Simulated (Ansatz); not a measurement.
`[CH3][Sn]([F])[SH]` radical, relaxed with UKS PBE-D4/def2-SVP in the Gaussian-basis code of Ansatz from a rough embedded geometry. The force threshold is 0.03 eV/Å; the program also tests the step.

Charge 0, multiplicity 2. Sn takes the def2 core potential.

Start:

```xyz
8

C     0.410   -1.338    0.257
Sn   -0.740    0.471    0.230
F    -1.971    0.412   -1.245
S     0.815    2.280   -0.105
H    -0.296   -2.210    0.448
H     1.079   -1.334    1.178
H     0.963   -1.497   -0.650
H    -0.261    3.216   -0.112
```

```csv
step,energy (eV),largest force (eV/Å),largest move (Å)
1,-20471.5026,2.025,0.000
2,-20471.7016,0.585,0.133
3,-20471.7209,0.211,0.124
4,-20471.7328,0.108,0.042
5,-20471.7349,0.039,0.019
6,-20471.7369,0.194,0.082
7,-20471.7378,0.185,0.009
8 (rejected),-20471.7277,0.809,0.195
9,-20471.7442,0.055,0.087
10,-20471.7446,0.366,0.100
11,-20471.7478,0.168,0.045
13,-20471.7514,0.038,0.008
15,-20471.7531,0.042,0.054
17,-20471.7572,0.031,0.056
19 (rejected),-20471.7571,0.114,0.066
21,-20471.7586,0.077,0.047
23,-20471.7597,0.038,0.057
25,-20471.7602,0.024,0.041
27,-20471.7607,0.012,0.048
29,-20471.7611,0.046,0.025
31 (rejected),-20471.7613,0.036,0.025
32,-20471.7616,0.007,0.012
```

End:

```xyz
8

C     0.369   -1.392    0.279
Sn   -0.925    0.413    0.445
F    -1.618    0.623   -1.402
S     0.549    2.415    0.544
H    -0.145   -2.271    0.708
H     1.313   -1.172    0.810
H     0.531   -1.511   -0.810
H    -0.074    2.894   -0.573
```

Run time 63 s (4 threads of a server CPU on a shared host); peak host memory 0.23 GiB.
